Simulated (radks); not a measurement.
Results of a calculation; reference values are marked as such.
Species: neutral scandium. Configuration: [Ar] 3d3 (not the ground configuration).

Code: a radial shooting solver on a logarithmic mesh with Libxc functionals. Model: Dirac Kohn-Sham, LDA (Slater exchange, Perdew-Wang correlation), spin-unpolarised, spherical densities, point nucleus; open shells fill j = l - 1/2 first.

Energy parts (eV):
| part | energy |
|---|---|
| total | -20739.927 |
| kinetic | 20909.182 |
| electron-nucleus | -49422.474 |
| Hartree | 8787.679 |
| exchange-correlation | -1014.314 |

Orbitals (lengths in bohr, moments of r in powers of bohr):
| orbital | occ. | eigenvalue (eV) | <r> | <1/r> |
|---|---|---|---|---|
| 1s1/2 | 2 | -4380.676 | 0.07319 | 20.73 |
| 2s1/2 | 2 | -468.1639 | 0.3444 | 4.295 |
| 2p1/2 | 2 | -386.4145 | 0.3063 | 4.232 |
| 2p3/2 | 4 | -381.7802 | 0.3089 | 4.183 |
| 3s1/2 | 2 | -50.5980 | 1.088 | 1.296 |
| 3p1/2 | 2 | -30.0147 | 1.187 | 1.163 |
| 3p3/2 | 4 | -29.5162 | 1.196 | 1.152 |
| 3d3/2 | 3 | -0.9723 | 2.930 | 0.5736 |
| 3d5/2 | 0 | -0.9541 | 2.959 | 0.5693 |

The highest occupied level is 3d3/2 at -0.972 eV. The density falls to 0.001 e/bohr^3 at r = 4.49 bohr. Summed over all electrons, <r^2> = 54.11 bohr^2, which gives a Langevin (diamagnetic) susceptibility term of -42.9 x 10^-6 cm^3/mol.
